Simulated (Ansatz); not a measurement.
Basis sets compared for BCP (C26H20N2). Charge 0, multiplicity 1. Geometry PBE-D4/def2-SVP. Ansatz on 2 threads of AMD EPYC 7R13 on a shared host and a share (18 GiB) of an NVIDIA H100 80GB HBM3; times are rough, and most runs start from earlier orbitals.

Cartesian coordinates in Å:
```
C -1.214 4.678 -2.196
C -1.190 3.272 -1.652
C -2.350 2.451 -1.735
C -2.325 1.155 -1.233
C -3.535 0.287 -1.316
C -4.493 0.293 -0.281
C -5.641 -0.508 -0.369
C -5.846 -1.326 -1.491
C -4.896 -1.341 -2.524
C -3.747 -0.541 -2.437
C -1.111 0.683 -0.639
C -0.983 -0.638 -0.092
C 0.198 -1.058 0.471
C 1.339 -0.189 0.529
C 2.585 -0.592 1.107
C 2.764 -1.955 1.688
C 3.224 -3.020 0.887
C 3.413 -4.295 1.439
C 3.142 -4.523 2.797
C 2.680 -3.470 3.601
C 2.491 -2.193 3.050
C 3.632 0.322 1.116
C 3.451 1.620 0.559
C 4.585 2.614 0.568
N 2.298 2.006 0.019
C 1.259 1.139 -0.005
C 0.002 1.586 -0.604
N -0.056 2.844 -1.102
H -1.991 5.291 -1.692
H -1.450 4.686 -3.280
H -0.226 5.147 -2.038
H -3.271 2.839 -2.197
H -4.330 0.936 0.598
H -6.382 -0.491 0.444
H -6.748 -1.953 -1.561
H -5.050 -1.981 -3.407
H -3.000 -0.552 -3.246
H -1.851 -1.312 -0.131
H 0.286 -2.073 0.888
H 3.436 -2.838 -0.178
H 3.776 -5.117 0.803
H 3.293 -5.524 3.230
H 2.466 -3.641 4.667
H 2.128 -1.365 3.679
H 4.601 0.038 1.555
H 4.921 2.832 1.603
H 5.467 2.224 0.018
H 4.249 3.554 0.092
```

Single mean-field runs in def2-SVP, def2-TZVP are fitted with def2-universal-jkfit.

Binding counts from free atoms (C triplet, N quartet, H doublet) in the same basis, without a counterpoise term.

```tsv
level	functions	energy (Eh)	HOMO (eV)	LUMO (eV)	binding per atom (eV)	wall time
PBE-D4/def2-SVP	492	-1110.2346	-5.15	-2.16	5.55	3.9 s
PBE0-D4/def2-SVP	492	-1110.3250	-6.31	-1.41	5.43	4.2 s
```

Q: Estimate the rows for PBE-D4/def2-TZVP, PBE0-D4/def2-TZVP (with forces).

A: 
```tsv
level	functions	energy (Eh)	HOMO (eV)	LUMO (eV)	binding per atom (eV)	wall time
PBE-D4/def2-TZVP	988	-1111.3954	-5.31	-2.24	5.47	9.1 s
PBE0-D4/def2-TZVP (with forces)	988	-1111.4744	-6.31	-1.45	5.34	9 s
```
